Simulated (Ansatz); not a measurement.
One change: `[CH3][SnH]([CH3])[Cl]` becomes `[CH3][SnH2][Cl]`.

Ansatz, PBE0-D4/def2-TZVP geometries, multiplicity 1. 

Elements past krypton have def2 core potentials.

| property | `[CH3][SnH]([CH3])[Cl]` |
| --- | --- |
| HOMO energy (ωB97M-V/def2-TZVPP) / eV | -10.24 |
| zero-point energy (PBE0-D4/def2-TZVP) / kJ/mol | 210.3 |
| HOMO–LUMO gap (B3LYP/def2-TZVPP) / eV | 7.45 |
| HOMO–LUMO gap (PBE/def2-TZVPP) / eV | 5.81 |
| ideal-gas entropy at 298 K and 1 bar (rigid rotor, harmonic PBE0-D4/def2-TZVP) / J/(mol·K) | 377 |
| LUMO energy (ωB97M-V/def2-TZVPP) / eV | 1.54 |

(1) What does the change do to each property? (Estimate.)

## Answers

(1) Ansatz gave: 
```
                                                                                  property  `[CH3][SnH2][Cl]`  shift
                                                     HOMO energy (ωB97M-V/def2-TZVPP) / eV             -10.50  -0.26
                                            zero-point energy (PBE0-D4/def2-TZVP) / kJ/mol              133.7  -76.6
                                                     HOMO–LUMO gap (B3LYP/def2-TZVPP) / eV               7.31  -0.14
                                                       HOMO–LUMO gap (PBE/def2-TZVPP) / eV               5.67  -0.14
ideal-gas entropy at 298 K and 1 bar (rigid rotor, harmonic PBE0-D4/def2-TZVP) / J/(mol·K)                331    -46
                                                     LUMO energy (ωB97M-V/def2-TZVPP) / eV               1.14  -0.40
```

With PBE0 the HOMO falls by 0.25 eV and the LUMO falls by 0.41 eV, so the gap narrows by about 0.16 eV. PBE moves the HOMO by -0.22 eV and ωB97M-V by -0.26 eV. The zero-point energy changes by -76.6 kJ/mol with -9 modes.

Positive LUMOs are unbound, so they and the gaps depend on the basis.

B3LYP here is the variant with VWN-RPA as its local correlation; programs differ in this.
